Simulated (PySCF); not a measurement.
Structure problem from calculated spectra and properties.

Formula: C6H7NO.

- Dipole: 0.65 D [PBE0/pcSseg-1]
- 1H NMR: chemical shifts (computed TMS as zero) by class: 8.52 (1 H), 7.85 (1 H), 6.94 (1 H), 6.94 (1 H), 4.12 (3 H) ppm [GIAO PBE0/pcSseg-1]
- 13C NMR: chemical shifts (computed TMS as zero) by class: 171.7 (1 C), 154.0 (1 C), 144.0 (1 C), 120.1 (1 C), 115.5 (1 C), 55.8 (1 C) ppm [GIAO PBE0/pcSseg-1]
- Rotational structure: rotational constants A, B, C: 5.235, 1.676, 1.280 GHz [GFN2-xTB]
- NMR, other nuclei: isotropic shieldings of nuclei other than C and H, by class: -37 (1 N), 207 (1 O) ppm [GIAO PBE0/pcSseg-1]

Gas-phase values; electronic properties from PySCF, density fitting. Levels stand in brackets. Geometry: GFN2-xTB, one conformer, isolated molecule. NMR classes are plain means over equivalent atoms (diastereotopic ones count apart unless rotation or inversion swaps them), as if these changed places fast.

Question: Propose a structure and show how it fits.

Answer: Numbering: `[CH3:1][O:2][c:3]1[cH:4][cH:5][cH:6][cH:7][n:8]1`. Its formula, C6H7NO, gives 4 degrees of unsaturation: 1 ring and 3 π bonds in the structure found (Kekulé form). 6 carbons fall into 6 classes; from least to most shielded: aromatic carbon bearing oxygen [C3] (171.7 ppm), aromatic CH next to a ring nitrogen [C7] (154.0 ppm), aromatic CH carbon [C5] (144.0 ppm), aromatic CH carbon [C6] (120.1 ppm), aromatic CH carbon [C4] (115.5 ppm), methoxy carbon [C1] (55.8 ppm). Hydrogen classes from least to most shielded: 1 H on an aromatic CH next to a ring nitrogen, C7 (8.52 ppm), 1 H on an aromatic CH carbon, C5 (7.85 ppm), 1 H on an aromatic CH carbon, C6 (6.94 ppm), 1 H on an aromatic CH carbon, C4 (6.94 ppm), 3 H on a methoxy carbon, C1 (4.12 ppm). The other shieldings belong to: -37 ppm, pyridine-type nitrogen [N8]; 207 ppm, aryl ether oxygen [O2]. The optimised geometry has point group Cs and is an asymmetric top. Structure: `c1(OC)ccccn1`. Computed isomers that give other values at the same levels: `CO[C@@]1(C#N)C=CC1` (13C chemical shifts (computed TMS as zero) by class: 152.7 (1 C), 145.3 (1 C), 122.4 (1 C), 72.9 (1 C), 56.4 (1 C), 47.5 (1 C) ppm); `Nc1ccc(O)cc1` (13C chemical shifts (computed TMS as zero) by class: 155.0 (1 C), 145.4 (1 C), 119.5 (2 C), 117.6 (2 C) ppm); `O=CNC1=CCC=C1` (13C chemical shifts (computed TMS as zero) by class: 158.1 (1 C), 149.4 (1 C), 143.7 (1 C), 138.6 (1 C), 113.8 (1 C), 41.6 (1 C) ppm). The assignments are read from this structure; whether some other isomer fits the data as well wasn't checked.

The values belong to the conformer `[CH3:1][O:2][c:3]1[cH:4][cH:5][cH:6][cH:7][n:8]1`: C1–O2–C3–C4 180°.
